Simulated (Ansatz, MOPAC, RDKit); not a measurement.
System: 2-ethenylselanylpropane, C$_{5}$H$_{10}$Se (charge 0, singlet). SMILES: C=C[Se]C(C)C

Atoms: C1, C2, Se3, C4, C5, C6, H7, H8, H9, H10, H11, H12, H13, H14, H15, H16. Bonds: C1-C2, C1-H7, C1-H8, C2-Se3, C2-H9, Se3-C4, C4-C5, C4-C6, C4-H10, C5-H11, C5-H12, C5-H13, C6-H14, C6-H15, C6-H16.

Bond lengths (Å) and angles (degrees) optimised at UFF with RDKit; MNDO with MOPAC; HF/3-21G with Ansatz (an electronic-structure program); B3LYP/6-31G* with LANL2DZ past Ar with Ansatz, each started from the B3LYP-D3(BJ)/def2-TZVP structure (Ansatz) of the last column. A row stands for all coordinates that are equal there; 13 of 36 kinds are shown. 6-31G* holds six Cartesian d functions. No wavenumbers were computed at UFF, MNDO, so these may be saddle points.

| coordinate | UFF | MNDO | HF/3-21G | B3LYP/6-31G* with LANL2DZ past Ar | B3LYP-D3(BJ)/def2-TZVP |
|---|---|---|---|---|---|
| C1-C2 | 1.332 | 1.333 | 1.313 | 1.333 | 1.327 |
| C1-H7 | 1.085 | 1.089 to 1.092 | 1.073 | 1.087 | 1.083 |
| C2-Se3 | 1.925 | 1.897 | 1.929 | 1.946 | 1.905 |
| C2-H9 | 1.085 | 1.089 | 1.073 | 1.088 | 1.085 |
| Se3-C4 | 1.958 | 1.982 | 1.990 | 2.038 | 1.991 |
| C4-C5 | 1.528 | 1.525 | 1.536 | 1.527 | 1.522 |
| C4-C6 | 1.529 | 1.525 | 1.531 | 1.525 | 1.520 |
| C4-H10 | 1.111 | 1.109 to 1.112 | 1.082 | 1.095 | 1.091 |
| C1-C2-Se3 | 120.7 | 123.3 | 123.9 | 123.9 | 124.4 |
| C2-Se3-C4 | 93.0 | 101.4 | 98.2 | 97.2 | 97.5 |
| Se3-C4-C5 | 109.2 | 107.2 | 108.0 | 107.8 | 107.8 |
| Se3-C4-C6 | 110.2 | 110.3 | 111.9 | 111.2 | 111.5 |
| C5-C4-C6 | 110.7 | 115.2 | 111.4 | 113.1 | 112.7 |

A range marks coordinates that this level makes unequal.

Mean signed difference of all 15 bond lengths from B3LYP-D3(BJ)/def2-TZVP: UFF 0.010 Å, MNDO 0.010 Å, HF/3-21G -0.004 Å, B3LYP/6-31G* with LANL2DZ past Ar 0.010 Å.
